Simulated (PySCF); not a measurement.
## Stretching KS⁺

Set-up: K def2-SVP, S def2-SVP; no relativity (PySCF 2.14). Energies in eV from K⁺ + S in their ground configurations at the same level. All curves are PBE0. state 1: ³Σ⁻ (triplet), unpaired electrons π ↑↑; state 2: ³Π (triplet), unpaired electrons σ ↑, π ↑, a second solution, started from another occupation; state 3: Ms = 0 determinant of mixed spin (⟨S²⟩ near 1.0), unpaired electrons π ↑↓, a mixture of terms (⟨Lz²⟩ = 2.0), a second solution, started from another occupation; state 4: Ms = 0 determinant of mixed spin (⟨S²⟩ near 1.0), unpaired electrons σ ↓, π ↑, a second solution, started from another occupation.

| R (Å) | state 1 | state 2 | state 3 | state 4 |
| --- | --- | --- | --- | --- |
| 2.918 | -0.2520 | 0.0558 | 0.1815 | 0.4874 |
| 3.054 | -0.3401 | -0.0083 | 0.0944 | 0.4221 |
| 3.189 | -0.3852 | -0.0443 | 0.0503 | 0.3847 |
| 3.291 | -0.4002 | -0.0593 | 0.0359 | 0.3688 |
| 3.393 | -0.4042 | -0.0672 | 0.0325 | 0.3599 |
| 3.495 | -0.4003 | -0.0703 | 0.0369 | 0.3562 |
| 3.631 | -0.3869 | -0.0693 | 0.0509 | 0.3565 |
| 3.800 | -0.3621 | -0.0635 | 0.0760 | 0.3619 |
| 4.004 | -0.3269 | -0.0535 | 0.1113 | 0.3720 |
| 4.275 | -0.2778 | -0.0394 | 0.1603 | 0.3868 |

Question: Put a parabola through the three lowest points of the state 1 curve and estimate Re, k and ωe (reduced mass 17.56 u; 1 eV/Å² = 0.16022 mdyn/Å; ωe = 1302.8·√(k/μ) cm⁻¹).

Answer: Through R = 3.291, 3.393, 3.495 Å the second-order coefficient is 0.380 eV/Å², so Re ≈ 3.394 Å, k ≈ 0.122 mdyn/Å and ωe ≈ 108 cm⁻¹. A polynomial fit of higher order to the unrounded PBE0 energies gives Re = 3.388 Å, k = 0.123 mdyn/Å, ωe = 109 cm⁻¹; anharmonicity and rounding make the difference.

The higher-order fit for each curve: state 1: Re = 3.388 Å, ωe = 109 cm⁻¹, De = 0.404 eV; state 2: Re = 3.533 Å, ωe = 65.3 cm⁻¹, minimum 0.070 eV below the ground-state fragments; state 3: Re = 3.381 Å, ωe = 110 cm⁻¹, minimum 0.032 eV above the ground-state fragments; state 4: Re = 3.552 Å, ωe = 65.0 cm⁻¹, minimum 0.356 eV above the ground-state fragments.

For an ion De counts to the pair picked by the measured ionisation energies or electron affinities, which need not be the lowest pair at this level. The state was picked by a PBE0 search and need not be the measured ground state.
